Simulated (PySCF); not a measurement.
# Solvent effects on NMR parameters

Molfile (atoms numbered from 1):
```
C5H4F4O2
     RDKit          3D

 15 15  0  0  0  0  0  0  0  0999 V2000
   -0.8499    0.6454    2.0124 O   0  0  0  0  0  0  0  0  0  0  0  0
   -0.3217    0.6488    0.9501 C   0  0  0  0  0  0  0  0  0  0  0  0
   -0.7441    0.8707   -0.5097 C   0  0  2  0  0  0  0  0  0  0  0  0
   -1.7433   -0.1278   -1.0651 C   0  0  0  0  0  0  0  0  0  0  0  0
   -1.8081   -0.0632   -2.3893 F   0  0  0  0  0  0  0  0  0  0  0  0
   -1.4035   -1.3765   -0.7297 F   0  0  0  0  0  0  0  0  0  0  0  0
   -2.9521    0.1214   -0.5687 F   0  0  0  0  0  0  0  0  0  0  0  0
    0.5834    0.6045   -0.9208 O   0  0  0  0  0  0  0  0  0  0  0  0
    1.0826    0.4010    0.4107 C   0  0  2  0  0  0  0  0  0  0  0  0
    1.6836   -0.9541    0.6799 C   0  0  0  0  0  0  0  0  0  0  0  0
    2.9603   -1.0165    0.2004 F   0  0  0  0  0  0  0  0  0  0  0  0
   -1.0954    1.8900   -0.7520 H   0  0  0  0  0  0  0  0  0  0  0  0
    1.8075    1.1855    0.6992 H   0  0  0  0  0  0  0  0  0  0  0  0
    1.0717   -1.7350    0.2008 H   0  0  0  0  0  0  0  0  0  0  0  0
    1.6943   -1.1178    1.7718 H   0  0  0  0  0  0  0  0  0  0  0  0
  1  2  2  0
  2  3  1  0
  3  4  1  0
  4  5  1  0
  4  6  1  0
  4  7  1  0
  3  8  1  0
  8  9  1  0
  9 10  1  0
 10 11  1  0
  9  2  1  0
  3 12  1  1
  9 13  1  1
 10 14  1  0
 10 15  1  0
M  END
```

GIAO PBE0/pcSseg-1 in PySCF 2.14 on one PBE0-D3(BJ)/def2-SVP conformer, non-relativistic, equivalent nuclei averaged. Solvents enter as an IEF-PCM continuum (chloroform with ε = 4.7) around the gas-phase geometry. Shifts are referred to TMS, CFCl3 computed in the same medium.

Gas phase, δ in ppm: C2 199.4, C4 126.2, C9 106.8, C3 98.5, C10 83.0, F5/F6/F7 -88.5, F11 -249.0, H13 5.70, H12 5.16, H14 5.05, H15 4.40. Dipole moment 1.39 D.

Q: How does each δ change in the continuum?

A: 
```
   atoms                                         environment  Δδ, chloroform
      C2                              ketone carbonyl carbon            +3.9
      C4                                          CF3 carbon            +1.0
      C9                 sp3 CH bonded to O, α to a carbonyl            +1.3
      C3                 sp3 CH bonded to O, α to a carbonyl            +0.9
     C10                                 sp3 CH2 bonded to F            +1.4
F5/F6/F7                             fluorine of a CF3 group            +1.1
     F11                           fluorine on an sp3 carbon            -2.6
     H13  hydrogen on an sp3 CH bonded to O, α to a carbonyl           +0.27
     H12  hydrogen on an sp3 CH bonded to O, α to a carbonyl           +0.34
     H14                  hydrogen on an sp3 CH2 bonded to F           +0.10
     H15                  hydrogen on an sp3 CH2 bonded to F           +0.22
```

Changes are relative to the gas phase. The dipole moment becomes 1.65 D in chloroform.

Q: Which of the listed nuclei move most (in ppm), and what does the model miss? (N and O are left out, as their reference compounds move with the solvent too.)

A: C2 (ketone carbonyl carbon, +3.9 ppm) in chloroform. A continuum only polarises the solute; specific hydrogen bonds, the anisotropy of aromatic solvents and changes of geometry or conformer are outside it.
